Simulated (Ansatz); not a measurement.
```yaml
crystal:
  periodic: [false, false, false]
  atoms:
    - {symbol: Sn, position_ang: [0.000000, -0.000000, 0.020850]}
    - {symbol: Te, position_ang: [-0.000000, 0.000000, 5.560044]}
basis:
  gaussian: {orbitals: def2-mTZVPP}
hamiltonian: {xc: {name: wB97M-V}}
```

```sh
$ ansatz run in.yaml --threads 4 --pin off --events-out ev --progress --plain --max-ram 10444MiB
```

It prints (some lines left out):

```
Functional definition: wB97M-V
846 factors; integrals over basis functions are off by at most 3.3e-4 eV
193 factors; integrals over basis functions are off by at most 1.5e-4 eV
mean field evaluation 1: about -13102.9125 eV, gradient 3.1e1 eV
mean field evaluation 2: about -12996.9640 eV, gradient 9.9e1 eV
mean field evaluation 4: about -13113.4008 eV, gradient 1.8e1 eV
mean field evaluation 8: about -13113.9196 eV, gradient 2.0e1 eV
mean field evaluation 16: about -13118.2610 eV, gradient 6.9e-5 eV
mean field -13118.26103955 eV, -482.0872013268 hartree, gradient 3.7e-6 eV, S^2 0.000000; 2 other end points of the search recorded, 0 dependent functions left out
reference -13118.26108152 eV, -482.0872028693 hartree; 23, 23 occupied and 49, 49 virtual orbitals, 846 factors
Total energy: -13118.26108152 eV, -482.0872028693 hartree
```

(1) Something in this input is off. What?

Answers

(1) The geometry is stretched to more than twice its size. The calculation finished and met its thresholds. The result belongs to that input, not to the molecule as meant.
